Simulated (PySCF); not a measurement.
A survey of $^{17}$O NMR shifts

PySCF 2.14 calculation with GFN2-xTB geometry and σ from GIAO-PBE0/pcSseg-1; rapidly exchanging positions averaged, no relativistic terms, no solvent, one computed conformer.

Shieldings were converted by a linear fit to measured shifts: $^{17}$O (scatter 10.7 ppm rms, 12.2 ppm with the 3 outliers that the fit left out vs liquid water, solution or neat liquid). A few per cent of atoms miss by over 2 rms, more outside the fitted compound classes.

Problem. Give the $^{17}$O shifts of `C=CCP1CCOCC1`, `C=C[P@@H](=O)C1CCCC1`, `C=CC[P@](C)(=O)C(=C)C`.

Solution. 
| compound | environment | δ (ppm) |
| --- | --- | --- |
| C=CCP1CCOCC1 | ether oxygen | 8.9 |
| C=C[P@@H](=O)C1CCCC1 | P=O oxygen | 21.8 |
| C=CC[P@](C)(=O)C(=C)C | P=O oxygen | 41.1 |

Problem. Order these by $^{17}$O shift, lowest first.
A. C=[P@@]1(C)C=C(OC)CC1
B. CO[C@@H]1[C@@H]([SiH3])[C@@H]1C(C)=S
C. CC#C[P@@](C)(=O)C(C)C

Solution. B (-9.9 ppm, ether oxygen), C (38.4 ppm, P=O oxygen), A (86.9 ppm, ether oxygen).
